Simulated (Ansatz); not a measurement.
Ansatz (an electronic-structure program) input (HF/6-31G* with LANL2DZ past Ar): The .json file joins the Basis Set Exchange's 6-31G* for atoms up to Ar and LANL2DZ past it.

Ansatz 0.2 input:
```yaml
crystal:
  periodic: [false, false, false]
  atoms:
    - {symbol: Mg, position_ang: [1.21334300, 0.34241100, 0.22505500]}
    - {symbol: I, position_ang: [-0.36321000, 1.75361700, -1.53487400]}
    - {symbol: I, position_ang: [0.08849100, -1.83114400, 1.48391800]}
basis:
  gaussian:
    orbitals: 6-31Gs+LANL2DZ.json
hamiltonian:
  xc: {name: HF}
total_charge: -1
magnetization: {spin_polarized: true, initial_magnetization: 1}
relax: {f_tol: 0.003, max_steps: 120}
```

From the output:

```
relax step   1: F+E_penalty+E_count = -6044.24621068 eV  Δ(F+E_penalty+E_count) = +0.000e0 eV  max|allowed force component| = 1.740e-1 eV/Å  Δτ_max = 0.0000 Å  (32 SCF iters, accepted)
these checks for a lower state are left out or cut short: starts, cluster_reference, orbital_swaps, neighbouring_geometries, increment
integrals: 0.00 GiB planned
422 factors; integrals over basis functions are off by at most 2.7e-4 eV
mean field: 0.07 GiB planned
mean field evaluation 16: about -6044.2508 eV, gradient 3.0e-4 eV
mean field -6044.25080140 eV, -222.1221200111 hartree, gradient 1.1e-5 eV, S^2 0.751818; 0 other end points of the search recorded, 0 dependent functions left out
the calculation of the forces begins
reference -6044.25080140 eV, -222.1221200111 hartree; 14, 13 occupied and 21, 22 virtual orbitals, 422 factors
relax step   2: F+E_penalty+E_count = -6044.25080140 eV  Δ(F+E_penalty+E_count) = -4.591e-3 eV  max|allowed force component| = 4.621e-2 eV/Å  Δτ_max = 0.0281 Å  (26 SCF iters, accepted)
these checks for a lower state are left out or cut short: starts, cluster_reference, orbital_swaps, neighbouring_geometries, increment
integrals: 0.00 GiB planned
422 factors; integrals over basis functions are off by at most 2.7e-4 eV
mean field: 0.07 GiB planned
mean field -6044.25117135 eV, -222.1221336066 hartree, gradient 1.2e-5 eV, S^2 0.751829; 0 other end points of the search recorded, 0 dependent functions left out
the calculation of the forces begins
reference -6044.25117135 eV, -222.1221336066 hartree; 14, 13 occupied and 21, 22 virtual orbitals, 422 factors
relax step   3: F+E_penalty+E_count = -6044.25117135 eV  Δ(F+E_penalty+E_count) = -3.700e-4 eV  max|allowed force component| = 1.625e-3 eV/Å  Δτ_max = 0.0074 Å  (27 SCF iters, accepted)
integrals: 0.00 GiB planned
422 factors; integrals over basis functions are off by at most 2.7e-4 eV
mean field: 0.07 GiB planned
mean field evaluation 32: about -6044.0740 eV, gradient 2.1e0 eV
mean field -6044.25117135 eV, -222.1221336066 hartree, gradient 1.2e-5 eV, S^2 0.751829; 1 other end points of the search recorded, 0 dependent functions left out
the calculation of the forces begins
reference -6044.25117135 eV, -222.1221336066 hartree; 14, 13 occupied and 21, 22 virtual orbitals, 422 factors
Total energy: -6044.25117135 eV, -222.1221336066 hartree
Atom 0 at     1.246920     0.351887     0.231283 Å, force     0.001625     0.000459     0.000301 eV/Å
Atom 1 at    -0.380051     1.749293    -1.538337 Å, force    -0.000988     0.001160    -0.001321 eV/Å
Atom 2 at     0.071755    -1.836296     1.481153 Å, force    -0.000637    -0.001618     0.001019 eV/Å
Dipole moment:    -0.108284    -0.030558    -0.020085 e Å
```

The dipole moment of an ion depends on the origin.

The geometry given is a B3LYP-D3(BJ)/def2-TZVP minimum.
